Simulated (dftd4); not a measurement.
C$_{5}$H$_{13}$O$_{3}$Si (SMILES C=C[Si](OC)(OC)[OH+]C), charge +1, singlet, geometry from GFN2-xTB; D4 for pbe0 (dftd4 4.2.0).

The dftd4 input:
```
$ dftd4 mol.xyz --func pbe0 --charge 1 --json dftd4.json --noedisp --property

# file mol.xyz
22

C     -0.91641656    -2.31931406    -1.42596907
C     -0.44487032    -1.08248142    -1.54083620
Si    -0.14187058     0.10461714    -0.13032044
O     -0.33569001     1.67625302    -0.34617717
C     -1.43253891     2.52160283    -0.64256663
O     -0.46215718    -0.62438055     1.23946622
C     -0.76285267    -0.33612068     2.59581626
O      1.69171766     0.34802319    -0.03671418
C      2.61661455    -0.73870961     0.01127747
H     -1.15913827    -2.74779489    -0.46854943
H     -1.07673129    -2.94567544    -2.28802493
H     -0.23315791    -0.70945139    -2.53698669
H     -1.07543930     3.54769264    -0.57087791
H     -2.24408831     2.36393058     0.06604461
H     -1.79348234     2.32616212    -1.65136974
H      0.15073766    -0.40440129     3.18617184
H     -1.19016977     0.65943058     2.70052197
H     -1.47717413    -1.08314146     2.93924547
H      2.05388694     1.11726467    -0.49927576
H      2.15128333    -1.52587334     0.59828828
H      2.83322131    -1.11646387    -0.98769197
H      3.53585994    -0.41534689     0.49806016
```

The log (banner, timings and long lists left out):

```
                    ____  _____ _____     ____  _  _
      -------------|  _ \|  ___|_   _|---|  _ \| || |------------
     |             | | | | |_    | | ___ | | | | || |_           |
     |             | |_| |  _|   | ||___|| |_| |__   _|          |
     |             |____/|_|     |_|     |____/   |_|            |
     |             ===================================           |
     |            E. Caldeweyher, S. Ehlert & S. Grimme          |
     |          Mulliken Center for Theoretical Chemistry        |
     |                    University of Bonn                     |
      -----------------------------------------------------------

Rational (Becke-Johnson) damping: pbe0-D4-ATM
---------------------
  s6         1.0000
  s8         1.2007
  s9         1.0000
  a1         0.4009
  a2         5.0293
 alp        16.0000
--------------------

Atomic data, radii in Ångström:
------------------------------------------------------
   Z          R(cov)      r4/r2   hardness         EN
------------------------------------------------------
   6 C        1.0000     1.6431     0.4220     2.5500
  14 Si       1.3867     2.5839     0.3054     1.9000
   8 O        0.8400     1.3725     0.5869     3.4400
   1 H        0.4267     1.0622     0.4726     2.2000
------------------------------------------------------

Atomic reference systems (in atomic units):
----------------------------------------------------------------------------
   Z        #      CN     q+Z       C6(AA)   #      CN     q+Z       C6(AA)
----------------------------------------------------------------------------
   6 C      1  0.0000  6.0000      49.3833   2  0.9189  5.8288      52.1688
            3  1.9079  5.8579      35.6972   4  2.8312  5.7775      35.8445
            5  3.7487  5.7435      28.6317   6  2.9183  5.8956      32.2504
            7  0.8556  6.2103      25.6194
  14 Si     1  0.0000 14.0000     321.4498   2  0.8915 14.0165     270.4983
            3  1.8234 13.9936     236.2774   4  2.8003 13.9692     228.3542
            5  3.6668 13.9341     158.2713
   8 O      1  0.0000  8.0000      15.5711   2  0.8042  7.6453      20.8489
            3  1.6112  7.4012      24.8631   4  0.9798  8.0000      14.9880
   1 H      1  0.0000  1.0000       7.6362   2  0.8942  1.0000       3.0374
----------------------------------------------------------------------------

Atomic properties (in atomic units):
----------------------------------------------------------------------------
     #    Z              CN          q      C6(AA)        C8(AA)   alpha(0)
----------------------------------------------------------------------------
     1    6 C        2.8490    -0.1406     33.3182      963.6188     9.4302
     2    6 C        2.7847    -0.1171     32.6597      944.5764     9.3309
     3   14 Si       3.2453     0.4289    167.2200    11960.6863    25.9105
     4    8 O        1.6197    -0.3413     19.6147      395.8361     5.9897
     5    6 C        3.6566    -0.0547     24.4003      705.6983     7.1687
     6    8 O        1.6196    -0.3486     19.7462      398.4893     6.0097
     7    6 C        3.6446    -0.0491     24.3306      703.6820     7.1667
     8    8 O        2.3953    -0.3737     20.1221      406.0756     6.0717
     9    6 C        3.6337    -0.0883     25.1997      728.8200     7.3019
    10    1 H        0.9259     0.1669      1.2827       15.5057     1.7711
    11    1 H        0.9259     0.1648      1.2961       15.6683     1.7803
    12    1 H        0.9252     0.1559      1.3525       16.3492     1.8186
    13    1 H        0.9247     0.1577      1.3411       16.2114     1.8110
    14    1 H        0.9247     0.1431      1.4395       17.4016     1.8763
    15    1 H        0.9246     0.1442      1.4315       17.3039     1.8710
    16    1 H        0.9245     0.1504      1.3890       16.7907     1.8430
    17    1 H        0.9247     0.1453      1.4238       17.2120     1.8660
    18    1 H        0.9246     0.1516      1.3809       16.6923     1.8376
    19    1 H        0.8046     0.2633      0.8426       10.1855     1.4418
    20    1 H        0.9249     0.1506      1.3877       16.7750     1.8422
    21    1 H        0.9246     0.1402      1.4599       17.6478     1.8895
    22    1 H        0.9246     0.1506      1.3879       16.7777     1.8423
----------------------------------------------------------------------------

Molecular properties (in atomic units):
----------------------------------------
 molecular C6                4508.8707
 molecular C8              129541.6226
----------------------------------------

Dispersion energy:      -1.5952416643856E-02 Eh

[Info] JSON dump of results written to 'dftd4.json'
```
